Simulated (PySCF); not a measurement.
**norbornane: calculation and literature**

Structure with atom numbers: `[CH2:1]1[CH2:2][C@@H:3]2[CH2:4][CH2:5][C@H:6]1[CH2:7]2`; H(Xn) means a hydrogen on atom n. Ha(C4), Ha(C5) are cis to C1 on the ring; Ha(C1), Ha(C2) are cis to C4 on the ring; Hb(C4), Hb(C5) are trans to C1 on the ring; Hb(C1), Hb(C2) are trans to C4 on the ring.

Measured values that the calculation should reproduce: δ 1H H(C3)/H(C6) 2.19; H(C7) 1.18 ppm (measured; solution, not stated in the table (CDCl3 in this author's series); The use of chemical shift calculations in the conformational analysis of substituted benzenes, New J. Chem. 2019 (ESI)).

PySCF calculation with structure optimised with GFN2-xTB and shielding tensors at PBE0/pcSseg-1 (GIAO); no solvent model, one averaged value for each set of equivalent atoms, relativity neglected, a single conformation.

Problem. How close does the calculation come?

Solution. 
Reference values: measured (solution, not stated in the table (CDCl3 in this author's series); The use of chemical shift calculations in the conformational analysis of substituted benzenes, New J. Chem. 2019 (ESI)).
```json
{"atoms": "H(C3)/H(C6)", "quantity": "δ 1H", "reference": "2.19", "computed": "2.10", "computed, scaled": "2.07"}
{"atoms": "H(C7)", "quantity": "δ 1H", "reference": "1.18", "computed": "1.08", "computed, scaled": "1.11"}
```

Computed shifts are σ(ref) − σ with the named reference compound (TMS for H and C) calculated as an isolated molecule at the same level. The measured values may be among those fitted. Shieldings were converted by linear fits to measured shifts (mostly CDCl3, TMS scale, for H and C): 1H: δ = 30.01 − 0.943σ (rms 0.17 ppm, 504 shifts, 0.18 ppm with the 4 outliers that the fit left out). Occasional misses reach two or three times the rms, and more in compound classes unlike the fitted ones.

Problem. How far are the unscaled 1H shifts from the references?

Solution. Mean signed difference -0.09 ppm, mean absolute 0.09 ppm over 2 comparisons; the largest is -0.10 ppm at H(C7) (hydrogen on an sp3 CH2 in a ring).

2 of the 4 published NMR values on file for this molecule are compared. The rest: values whose atom or origin is in doubt.
